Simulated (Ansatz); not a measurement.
Abridged output of a molecular run in Ansatz:

```
Functional definition: HF
  name "HF"
  cite "Fock, Z. Phys. 61, 126 (1930) doi:10.1007/BF01340294"
  parent pbe
  exchange = exact_x
  correlation = 0
these checks for a lower state are left out or cut short: cluster_reference
1187 factors; integrals over basis functions are off by at most 9.3e-4 eV
mean field evaluation 1: about -23392.3400 eV, gradient 2.8e1 eV
mean field evaluation 2: about -23392.3436 eV, gradient 2.8e1 eV
mean field evaluation 4: about -23396.3836 eV, gradient 3.1e0 eV
mean field evaluation 8: about -23396.5130 eV, gradient 2.9e-1 eV
mean field evaluation 16: about -23396.3521 eV, gradient 2.2e0 eV
mean field -23396.52112114 eV, -859.8062924702 hartree, gradient 2.2e-6 eV, S^2 0.758902; 4 other end points of the search recorded, 0 dependent functions left out
12 core orbitals not correlated: weight in the atoms' cores, before any rotation towards them, 1.000 or more for the frozen orbitals, at most 0.000 for the correlated occupied ones
reference -23396.52112114 eV, -859.8062924702 hartree; 13, 12 occupied and 177, 178 virtual orbitals, 1187 factors
second order -18.76723872 eV of doubles, -0.00000000 eV of singles
cycle   1  -19.52115752 eV  change   -7.5e-1 eV  update   8.3e-2
cycle   2  -19.94156549 eV  change   -4.2e-1 eV  update   2.5e-2
cycle   3  -20.02620254 eV  change   -8.5e-2 eV  update   1.4e-2
cycle   4  -20.02211518 eV  change    4.1e-3 eV  update   5.4e-3
cycle   5  -20.02163645 eV  change    4.8e-4 eV  update   3.7e-3
cycle   6  -20.02349412 eV  change   -1.9e-3 eV  update   1.7e-3
cycle   7  -20.02362668 eV  change   -1.3e-4 eV  update   8.9e-4
cycle   8  -20.02376585 eV  change   -1.4e-4 eV  update   3.8e-4
cycle   9  -20.02377975 eV  change   -1.4e-5 eV  update   1.9e-4
cycle  10  -20.02367030 eV  change    1.1e-4 eV  update   1.1e-4
cycle  11  -20.02372696 eV  change   -5.7e-5 eV  update   8.5e-5
cycle  12  -20.02374418 eV  change   -1.7e-5 eV  update   6.9e-5
cycle  13  -20.02377985 eV  change   -3.6e-5 eV  update   5.3e-5
cycle  14  -20.02377135 eV  change    8.5e-6 eV  update   3.3e-5
cycle  15  -20.02374502 eV  change    2.6e-5 eV  update   1.7e-5
perturbative correction -0.77452426 eV, -0.0284632416 hartree
Total energy: -23417.31939042 eV, -860.5706147689 hartree
Checks for a lower state left out: cluster_reference
```

Its atoms:

Z-matrix (Å, degrees):
```
Si
N 1 1.696
Cl 1 2.070 2 114.7
N 1 1.737 2 111.9 3 118.8
H 1 1.473 2 107.3 3 -119.1
H 2 1.006 1 121.0 3 100.7
H 2 1.006 1 123.5 3 -58.1
H 4 1.022 1 114.1 2 -58.7
```

Q: Which basis set was used?
A. def2-TZVPP
B. cc-pV(Q+d)Z
C. def2-TZVPPD
D. def2-SVPD

A: A. It gives 202 functions.

Q: Write the keys of the input that set method, charge and spin (a neutral closed shell needs none for the last two).

A: 
```yaml
magnetization: {spin_polarized: true, initial_magnetization: 1}
correlation: {method: ccsd_t}
scf: {omitted_lower_state_checks: [cluster_reference]}
```
